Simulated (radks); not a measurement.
Question: Valence configurations of Ce2+ (all share [Xe]). All-electron calculation, scalar-relativistic Kohn-Sham, PBEsol, spin-unpolarised, spherical densities, finite nucleus; Fermi nuclear charge, rms radius 4.8771 fm. Program: a radial shooting solver on a logarithmic mesh with Libxc functionals. Order these by energy: 6s2; 4f1.5 6s0.5; 4f1 6p1; 4f1 5d1; 6p2; 4f1 6s1; 4f1.5 6p0.5; 5d1 6p1; 4f2.

Answer: From the lowest, in eV above it: 4f2 0.000; 4f1.5 6s0.5 0.726; 4f1 5d1 1.459; 4f1.5 6p0.5 2.553; 4f1 6s1 2.895; 4f1 6p1 6.762; 6s2 12.445; 5d1 6p1 13.670; 6p2 21.175. NIST lists [Xe] 4f2 as the ground configuration; this level of theory agrees among the configurations tried. The energies are those of spherical spin-averaged densities, not of single terms.
